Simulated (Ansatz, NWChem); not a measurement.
# Ansatz → NWChem

This Ansatz 0.2.0 job computes SnCl3F (SMILES [F][Sn]([Cl])([Cl])[Cl]):

input.yaml:
```yaml
crystal:
  periodic: [false, false, false]
  atoms:
    - {symbol: F, position_ang: [-0.364500, -0.145800, 1.881000]}
    - {symbol: Sn, position_ang: [-0.005600, -0.002300, 0.029100]}
    - {symbol: Cl, position_ang: [1.736400, -1.396300, -0.436200]}
    - {symbol: Cl, position_ang: [-1.895500, -0.628100, -1.080500]}
    - {symbol: Cl, position_ang: [0.529300, 2.172500, -0.393500]}
basis:
  gaussian:
    orbitals: 3-21G-spherical.json
total_charge: 0
hamiltonian:
  xc: {name: wB97X}
accuracy: high
output:
  forces: true
  orbitals: {seedname: orbitals}
```

```bash
$ ansatz run input.yaml --threads 1 --pin off --max-ram 2610MiB --events-out events.jsonl --progress --plain --runs-dir runs
```

(Basis files named in the input come from the Basis Set Exchange and aren't shown.)

The coordinates come from a PBE0-D4/def2-TZVP relaxation.

The run is non-relativistic.

It gives a total energy of -7472.290288 Eh.

How is this level of theory, on these atoms, set up in NWChem 7.3.0 as an ASE script?

This input was run:

run.py:
```python
from ase import Atoms
from ase.calculators.nwchem import NWChem

mol = Atoms(['F', 'Sn', 'Cl', 'Cl', 'Cl'], positions=[
    [-0.364500, -0.145800, 1.881000],
    [-0.005600, -0.002300, 0.029100],
    [1.736400, -1.396300, -0.436200],
    [-1.895500, -0.628100, -1.080500],
    [0.529300, 2.172500, -0.393500],
])

calc = NWChem(
    label='cl3fsn',
    theory='dft',
    memory='2200 mb',
    basis='3-21G',
    basispar='spherical bse',
    dft={'xc': 'wb97x', 'mult': '1', 'grid': 'xfine', 'convergence': 'energy 1e-08', 'iterations': '100', 'mulliken': None},
)
mol.calc = calc

forces = mol.get_forces()
print("Total energy (eV):", round(mol.get_potential_energy(), 6))
print("forces (eV/A):")
for s, f in zip(mol.symbols, forces):
    print(f"{s:2s} {f[0]:10.5f} {f[1]:10.5f} {f[2]:10.5f}")
print("dipole (e A):", mol.get_dipole_moment().round(4))
```

```bash
$ export ASE_NWCHEM_COMMAND="nwchem PREFIX.nwi > PREFIX.nwo"
$ python run.py
```

Its energy is -7472.290199 Eh, 0.089 mEh from the first; the programs' integration grids differ.
